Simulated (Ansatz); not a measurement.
Relaxation of C₃H₈OSi (13 atoms, charge 0, multiplicity 1), to a largest force component of 0.02 eV/Å in at most 40 steps.

Method: Ansatz, RKS BLYP-D4/STO-3G.

```xyz
13
Properties=species:S:1:pos:R:3
C -0.348 1.207 -0.514
C 0.174 0.208 0.106
Si 1.629 0.472 1.227
O -0.151 -1.098 0.007
C -1.337 -1.421 -0.839
H -0.029 2.284 -0.408
H -1.224 1.146 -1.181
H 1.376 0.047 2.616
H 2.019 1.932 1.319
H 2.837 -0.288 0.760
H -1.518 -2.493 -0.752
H -1.113 -1.144 -1.847
H -2.293 -0.887 -0.479
```

Q: Where does it end, and by what steps?

A: It converged. Limits of this set-up: minimal basis. After 5 steps the energy has fallen by 0.657 eV; O4 moved furthest, 0.09 Å.

```json
{"step": "0", "energy less start (eV)": "0.0000", "largest force component (eV/Å)": "5.762", "accepted": "yes"}
{"step": "1", "energy less start (eV)": "-0.6056", "largest force component (eV/Å)": "1.296", "accepted": "yes"}
{"step": "2", "energy less start (eV)": "-0.6498", "largest force component (eV/Å)": "0.412", "accepted": "yes"}
{"step": "3", "energy less start (eV)": "-0.6557", "largest force component (eV/Å)": "0.138", "accepted": "yes"}
{"step": "4", "energy less start (eV)": "-0.6569", "largest force component (eV/Å)": "0.034", "accepted": "yes"}
{"step": "5", "energy less start (eV)": "-0.6572", "largest force component (eV/Å)": "0.016", "accepted": "yes"}
```

```xyz
13
Properties=species:S:1:pos:R:3
C -0.409 1.255 -0.546
C 0.203 0.236 0.122
Si 1.689 0.478 1.266
O -0.161 -1.157 0.079
C -1.332 -1.407 -0.820
H -0.041 2.287 -0.434
H -1.273 1.123 -1.214
H 1.369 0.018 2.609
H 2.024 1.891 1.303
H 2.831 -0.279 0.773
H -1.516 -2.504 -0.772
H -1.117 -1.113 -1.877
H -2.246 -0.863 -0.474
```

Time of the run: 32 s on 1 thread of AMD EPYC (Zen 3), with other jobs on the host, peak memory 0.13 GiB.
